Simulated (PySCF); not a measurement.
Br₂Si, charge -1, doublet, geometry from GFN2-xTB (a state made from the parent by changing its charge; the spin is typed, not shown lowest) (in this run its highest filled SCF level lies above zero, so its values depend strongly on the basis, on diffuse functions most of all); REVPBE/STO-3G (PySCF).

PySCF was given this input:
```python
from pyscf import gto, scf, dft

mol = gto.Mole()
mol.atom = '''
    Si   -0.02533964   -0.00465700    1.31997514
    Br    1.11399650   -1.69753432   -0.24869921
    Br   -1.10386065    1.69939712   -0.27929084
'''
mol.basis = 'sto-3g'
mol.charge = -1
mol.spin = 1
mol.verbose = 4
mol.build()

mf = dft.UKS(mol)
mf.xc = 'revpbe'
mf.kernel()
```

Question: Write the output that PySCF gives for this input, abridged.

Answer: 
```
PySCF version 2.14.0

[INPUT] verbose = 4
[INPUT] num. atoms = 3
[INPUT] num. electrons = 85
[INPUT] charge = -1
[INPUT] spin (= nelec alpha-beta = 2S) = 1
[INPUT] symmetry False subgroup None
[INPUT] Mole.unit = angstrom
[INPUT] Symbol           X                Y                Z      unit          X                Y                Z       unit  Magmom
[INPUT]  1 Si    -0.025339640000  -0.004657000000   1.319975140000 AA   -0.047884979695  -0.008800454562   2.494391505834 Bohr   0.0
[INPUT]  2 Br     1.113996500000  -1.697534320000  -0.248699210000 AA    2.105148288724  -3.207874951850  -0.469973394296 Bohr   0.0
[INPUT]  3 Br    -1.103860650000   1.699397120000  -0.279290840000 AA   -2.085994308184   3.211395133675  -0.527783196700 Bohr   0.0

nuclear repulsion = 361.271215504697
number of shells = 21
number of NR pGTOs = 135
number of NR cGTOs = 45
basis = sto-3g
ecp = {}

******** <class 'pyscf.dft.uks.UKS'> ********
method = UKS
initial guess = minao
damping factor = 0
level_shift factor = 0
DIIS = <class 'pyscf.scf.diis.CDIIS'>
diis_start_cycle = 1
diis_space = 8
diis_damp = 0
SCF conv_tol = 1e-09
SCF conv_tol_grad = None
SCF max_cycles = 50
direct_scf = True
direct_scf_tol = 1e-13
number electrons alpha = 43  beta = 42
XC library pyscf.dft.libxc version 7.1.2
    S. Lehtola, C. Steigemann, M. J. T. Oliveira, and M. A. L. Marques,  SoftwareX 7, 1–5 (2018)
XC functionals = revpbe
    Y. Zhang and W. Yang,  Phys. Rev. Lett. 80, 890 (1998)
    J. P. Perdew, K. Burke, and M. Ernzerhof,  Phys. Rev. Lett. 77, 3865 (1996)
    J. P. Perdew, K. Burke, and M. Ernzerhof,  Phys. Rev. Lett. 78, 1396 (1997)
radial grids:
    Treutler-Ahlrichs [JCP 102, 346 (1995); DOI:10.1063/1.469408] (M4) radial grids

becke partition: Becke, JCP 88, 2547 (1988); DOI:10.1063/1.454033
pruning grids: <function nwchem_prune>
grids dens level: 3
symmetrized grids: False
atomic radii adjust function: <function treutler_atomic_radii_adjust>
small_rho_cutoff = 0
Set gradient conv threshold to 3.16228e-05
tot grids = 60032
init E= -5370.45033864707

cycle= 1 E= -5377.40105008759  delta_E= -6.95  |g|= 0.25  |ddm|= 1.64
cycle= 2 E= -5376.69931868803  delta_E= 0.702  |g|= 0.858  |ddm|= 2.52
cycle= 3 E= -5377.52413554592  delta_E= -0.825  |g|= 0.0884  |ddm|=  1.6
cycle= 4 E= -5377.53543674739  delta_E= -0.0113  |g|= 0.0171  |ddm|= 0.248
cycle= 5 E= -5377.53580687652  delta_E= -0.00037  |g|= 0.00418  |ddm|= 0.0334
cycle= 6 E= -5377.53583221314  delta_E= -2.53e-05  |g|= 0.000172  |ddm|= 0.0124
cycle= 7 E= -5377.53583225547  delta_E= -4.23e-08  |g|= 4.54e-06  |ddm|= 0.000462
cycle= 8 E= -5377.53583225553  delta_E= -5.46e-11  |g|= 1.57e-06  |ddm|= 2.79e-05
Extra cycle  E= -5377.53583225551  delta_E= 1.36e-11  |g|= 2.19e-06  |ddm|= 1.13e-05
converged SCF energy = -5377.53583225551  <S^2> = 0.752168  2S+1 = 2.0021668
```
